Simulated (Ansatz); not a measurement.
H3F4NSi2 (SMILES F[SiH](F)N[SiH](F)F), singlet, at a GFN2-xTB geometry; CASSCF(2,4)/STO-3G (Ansatz, a first-principles code).

Ansatz was given this input:
Ansatz 0.2 input:
```yaml
crystal:
  periodic: [false, false, false]
  atoms:
    - {symbol: Si, position_ang: [1.50213534, 0.24390214, 0.25309347]}
    - {symbol: F, position_ang: [2.71726596, -0.03846693, -0.74082675]}
    - {symbol: F, position_ang: [1.30121257, 1.82379222, 0.19544420]}
    - {symbol: N, position_ang: [0.12752702, -0.49956350, -0.45469975]}
    - {symbol: Si, position_ang: [-1.52661824, -0.14799494, -0.16579930]}
    - {symbol: F, position_ang: [-1.75134371, -0.06048676, 1.40950602]}
    - {symbol: F, position_ang: [-2.33807038, -1.44696159, -0.61120153]}
    - {symbol: H, position_ang: [1.85569321, -0.13806012, 1.59286992]}
    - {symbol: H, position_ang: [0.31444339, -1.23177382, -1.12115326]}
    - {symbol: H, position_ang: [-2.08164518, 1.02318518, -0.78723431]}
basis:
  gaussian:
    orbitals: STO-3G
hamiltonian:
  xc: hf
magnetization: {spin_polarized: false}
correlation: {active_space: {window: {electrons: 2, orbitals: 4}}}
```

It wrote (shortened):

```
Functional definition: HF
592 factors; integrals over basis functions are off by at most 2.8e-5 eV
mean field evaluation 1: about -27723.1966 eV, gradient 3.3e1 eV
mean field evaluation 2: about -27723.3127 eV, gradient 3.3e1 eV
mean field evaluation 4: about -27728.1029 eV, gradient 1.7e0 eV
mean field evaluation 8: about -27728.1217 eV, gradient 2.6e-4 eV
mean field -27728.12165441 eV, -1018.9896760038 hartree, gradient 8.1e-7 eV, S^2 0.000000; 0 other end points of the search recorded, 0 dependent functions left out
reference -27728.12165441 eV, -1018.9896760038 hartree; 37, 37 occupied and 9, 9 virtual orbitals, 592 factors
state -27728.53443997 eV, -1019.0048455930 hartree
the orbitals are reached from a further start. From the first start the search ends at -27728.42836914 eV, -1019.0009475623 hartree
Total energy: -27728.53443997 eV, -1019.0048455930 hartree
```
